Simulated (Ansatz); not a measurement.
Geometry optimisation, Ansatz 0.2.0, RKS LDA/def2-SVP.

input.yaml

```yaml
crystal:
  periodic: [false, false, false]
  atoms:
    - { symbol: Sn, position_ang: [0.401797, -0.084735, -0.096388] }
    - { symbol: H, position_ang: [0.343918, -0.012534, 1.62974] }
    - { symbol: Cl, position_ang: [2.519058, 0.106328, -1.037408] }
    - { symbol: Cl, position_ang: [-0.916353, 1.638577, -0.942667] }
    - { symbol: Cl, position_ang: [-0.548872, -2.055802, -0.876545] }
    - { symbol: Si, position_ang: [-2.971816, 0.088127, 1.415111] }
    - { symbol: H, position_ang: [-3.20618, -0.691799, 0.148344] }
    - { symbol: H, position_ang: [-3.706423, -0.561637, 2.563341] }
    - { symbol: H, position_ang: [-3.427182, 1.511799, 1.264067] }
    - { symbol: H, position_ang: [-1.524547, 0.061676, 1.727005] }
basis:
  gaussian: { orbitals: def2-SVP }
hamiltonian:
  xc: lda
relax:
  f_tol: 0.03
  max_steps: 50
```

Run as:

```bash
$ ansatz run input.yaml --threads 4 --pin off --max-ram 5120MiB --backend cpu --events-out ev --progress --plain --runs-dir out
```

Q: Where does it end, and by what steps?

A: It converged. The force dipped under the threshold on the way, but the program's further checks kept it going. After 11 steps the energy has fallen by 0.116 eV; H2 moved furthest, 0.58 Å.

```tsv
step	energy less start (eV)	largest force component (eV/Å)	accepted
0	0.0000	0.713	yes
1	-0.0655	0.164	yes
2	-0.0895	0.281	yes
3	-0.1032	0.116	yes
4	-0.1097	0.118	yes
5	-0.1117	0.054	yes
6	-0.1132	0.028	yes
7	-0.1142	0.038	yes
8	-0.1149	0.028	yes
9	-0.1154	0.032	yes
10	-0.1157	0.030	yes
11	-0.1158	0.010	yes
```

```xyz
10
Properties=species:S:1:pos:R:3
Sn 0.472 -0.060 -0.006
H 0.897 0.170 1.631
Cl 2.370 -0.036 -1.348
Cl -0.910 1.625 -0.831
Cl -0.579 -2.093 -0.411
Si -3.070 0.082 1.337
H -3.224 -0.389 -0.078
H -3.854 -0.803 2.269
H -3.521 1.508 1.487
H -1.617 -0.004 1.744
```

Whether the end is a true minimum wasn't checked by a vibrational analysis.

Run time: 13 s on 4 threads of Arm Neoverse V1, on a shared host, peak memory 0.18 GiB.
